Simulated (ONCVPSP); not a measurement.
## What one change does to a pseudopotential (gallium (Ga), ONCV)

gallium (Ga), optimised norm-conserving Vanderbilt (ONCV), made with ONCVPSP 4.0.1 (PBE, scalar-relativistic). Core [Ar] 3d10, reference 4s2 4p1. Waves: 4s: rc 1.80 bohr, ncon 4, nbas 7, qcut 4.1 1/bohr, local; 4p: rc 2.05 bohr, ncon 3, nbas 6, qcut 4.6 1/bohr, 1 projector. Local part: the s channel. Core correction: Teter function, fcfact 4, rcfact 1.2.

Change: core correction Teter function, fcfact 4, rcfact 1.76.

Cutoffs: the cutoffs (Ha) at which the residual kinetic energy of the hardest occupied pseudo-wave falls to 1 and 0.1 mHa per electron; they do not see the model core or the augmentation charge, which bear on the density cutoff. Errors are all-electron minus pseudo energies relative to the spin-unpolarised reference configuration.

Problem. Predict the effect on cutoff, ghosts and configuration errors.

Solution. The potential gets neither clearly harder nor softer (7.5 Ha and 16 Ha → 7.5 Ha and 16 Ha); of the 4 tests that both files solve, the error grows in 4 and shrinks in 0 by more than 15 % and 0.3 meV (median size 6.9 → 62.5 meV); neither file shows a bound ghost. A model core, the more so a compact one, raises the density cutoff, which this test does not measure.

| quantity | base | changed |
| --- | --- | --- |
| cutoff, loose | 7.5 Ha | 7.5 Ha |
| cutoff, tight | 16 Ha | 16 Ha |
| bound ghosts | none | none |
| GHOST(+) flags under 300 eV | none | none |
| error for 4s2 4p0, meV [ΔE 5.69 eV] | +9.8 | -99 |
| error for 4s1 4p0, meV [ΔE 26.82 eV] | -17 | -544 |
| error for 4s2 4p0.5, meV [ΔE 2.03 eV] | +2.0 | -20 |
| error for 4s1 4p2, meV [ΔE 6.54 eV] | -3.9 | -26 |
| s: phases at 1.82 bohr within 0.05 rad from the reference energy up to (Ha; the scan ends near 5) | 3.0 | 3.0 |
| p: phases at 2.08 bohr within 0.05 rad from the reference energy up to (Ha; the scan ends near 5) | 4.0 | 4.0 |
| rms error of d²Exc/dni dnj with the model core, mHa | 3.16 | 6.02 |
